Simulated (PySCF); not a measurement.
SMILES N#CC(=S)C(C#N)C#N, C5HN3S

Geometry:
```json
{"atom": "N1", "x (Å)": "2.560", "y (Å)": "0.678", "z (Å)": "0.821"}
{"atom": "C2", "x (Å)": "1.739", "y (Å)": "0.183", "z (Å)": "0.191"}
{"atom": "C3", "x (Å)": "0.764", "y (Å)": "-0.443", "z (Å)": "-0.610"}
{"atom": "S4", "x (Å)": "1.194", "y (Å)": "-1.383", "z (Å)": "-1.865"}
{"atom": "C5", "x (Å)": "-0.687", "y (Å)": "-0.193", "z (Å)": "-0.237"}
{"atom": "C6", "x (Å)": "-0.935", "y (Å)": "-0.654", "z (Å)": "1.119"}
{"atom": "N7", "x (Å)": "-1.116", "y (Å)": "-1.030", "z (Å)": "2.180"}
{"atom": "C8", "x (Å)": "-0.975", "y (Å)": "1.231", "z (Å)": "-0.310"}
{"atom": "N9", "x (Å)": "-1.188", "y (Å)": "2.348", "z (Å)": "-0.382"}
{"atom": "H10", "x (Å)": "-1.348", "y (Å)": "-0.732", "z (Å)": "-0.929"}
```

Method used: PySCF, GIAO PBE0/pcSseg-1 magnetisability, rotational g tensor and spin-rotation constants, non-relativistic, gas phase. Geometry: GFN2-xTB.

Problem. Give the nuclear spin-rotation constants along the inertial axes (H = +C I·J) beside the isotropic shieldings.

Solution. Rotational constants 1.6466, 1.0763, 1.0493 GHz. A star marks the isotopologue with that one atom substituted, in its own axes.
```csv
atom,isotope,Caa (kHz),Cbb (kHz),Ccc (kHz),mean (kHz),σ (ppm)
N1,14N,0.384,0.242,0.073,0.233,-74.5
N7,14N,0.308,0.104,0.233,0.215,-58.0
N9,14N,0.309,0.105,0.232,0.215,-58.0
H10,1H,-0.171,-0.135,0.056,-0.083,26.9
C2,13C*,0.725,0.482,0.001,0.403,66.1
C3,13C*,0.796,0.179,0.704,0.560,-29.0
S4,33S*,2.691,0.219,1.085,1.332,-1008.7
C5,13C*,0.260,0.213,0.176,0.216,144.9
C6,13C*,0.524,0.154,0.409,0.362,74.4
```
For the geometry as given, no vibrational averaging.
